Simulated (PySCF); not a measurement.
## SMILES C#C[Si@@H]1C[C@@H]1CCS, C$_{6}$H$_{10}$SSi

Molfile (atoms numbered from 1):
```
C6H10SSi
     RDKit          3D

 18 18  0  0  0  0  0  0  0  0999 V2000
    3.6947   -0.3284   -0.7576 C   0  0  0  0  0  0  0  0  0  0  0  0
    2.8130    0.3441   -0.2913 C   0  0  0  0  0  0  0  0  0  0  0  0
    1.4804    1.4010    0.4037 Si  0  0  2  0  0  4  0  0  0  0  0  0
    0.2897    0.5717    1.6047 C   0  0  0  0  0  0  0  0  0  0  0  0
   -0.2805    0.7484    0.1872 C   0  0  2  0  0  0  0  0  0  0  0  0
   -0.5871   -0.5088   -0.5895 C   0  0  0  0  0  0  0  0  0  0  0  0
   -1.8974   -1.1463   -0.1402 C   0  0  0  0  0  0  0  0  0  0  0  0
   -3.3539   -0.1171   -0.5368 S   0  0  0  0  0  0  0  0  0  0  0  0
    4.4624   -0.9235   -1.1619 H   0  0  0  0  0  0  0  0  0  0  0  0
    1.7520    2.8249    0.4639 H   0  0  0  0  0  0  0  0  0  0  0  0
   -0.1899    1.1430    2.3874 H   0  0  0  0  0  0  0  0  0  0  0  0
    0.4665   -0.4502    1.9139 H   0  0  0  0  0  0  0  0  0  0  0  0
   -1.0891    1.4699    0.1204 H   0  0  0  0  0  0  0  0  0  0  0  0
   -0.6418   -0.2874   -1.6602 H   0  0  0  0  0  0  0  0  0  0  0  0
    0.2161   -1.2356   -0.4417 H   0  0  0  0  0  0  0  0  0  0  0  0
   -2.0495   -2.1232   -0.6010 H   0  0  0  0  0  0  0  0  0  0  0  0
   -1.9230   -1.2545    0.9439 H   0  0  0  0  0  0  0  0  0  0  0  0
   -3.1712   -0.1215   -1.8566 H   0  0  0  0  0  0  0  0  0  0  0  0
  1  2  3  0
  2  3  1  0
  3  4  1  0
  4  5  1  0
  5  6  1  0
  6  7  1  0
  7  8  1  0
  5  3  1  0
  1  9  1  0
  3 10  1  1
  4 11  1  0
  4 12  1  0
  5 13  1  1
  6 14  1  0
  6 15  1  0
  7 16  1  0
  7 17  1  0
  8 18  1  0
M  END
```

Method used: TDDFT CAM-B3LYP/def2-SVPD circular dichroism and optical rotation, one conformer, gas phase in PySCF. Geometry: GFN2-xTB.

The molecule is flexible and this is one conformer; a measurement averages over conformers.

Question: Draw the ECD and absorption spectra from the lowest 8 states, each a Gaussian of half-width 0.2 eV at 1/e height.

Answer: 
| E (eV) | λ (nm) | Δε (L mol⁻¹ cm⁻¹) | ε (L mol⁻¹ cm⁻¹) |
| --- | --- | --- | --- |
| 4.99 | 249 | +0.01 | 0.683 |
| 5.14 | 241 | +0.25 | 26.8 |
| 5.29 | 234 | +3.11 | 468 |
| 5.44 | 228 | +11.04 | 3930 |
| 5.59 | 222 | +7.18 | 14100 |
| 5.74 | 216 | -7.28 | 18600 |
| 5.89 | 211 | -4.55 | 8780 |
| 6.04 | 205 | +4.14 | 3390 |
| 6.19 | 200 | +6.58 | 3160 |
| 6.34 | 196 | -0.93 | 2450 |
| 6.49 | 191 | -16.11 | 5680 |

Δε uses R in velocity form, ε uses f in length form. Only the states computed contribute, so the short-wavelength end is incomplete.
